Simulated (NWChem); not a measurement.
NH2SeF; SMILES N[Se]F

```xyz
5

Se     0.4010     0.0147     0.0000
F     -0.6402    -1.4426     0.0000
N     -0.7576     1.3481     0.0000
H     -1.2846     1.5240     0.8503
H     -1.2846     1.5240    -0.8503
```
Atoms are numbered in this order, from 1.

Results from NWChem. Geometry: optimised at PBE0/def2-SVP.

Problem. Predict the results for PBE0/3-21G. Quantities: highest occupied level (eV); orbital gap (eV); dipole (D).

Solution. 
```json
{
  "highest occupied level (eV)": "-6.10",
  "orbital gap (eV)": "6.16",
  "dipole (D)": "2.24"
}
```
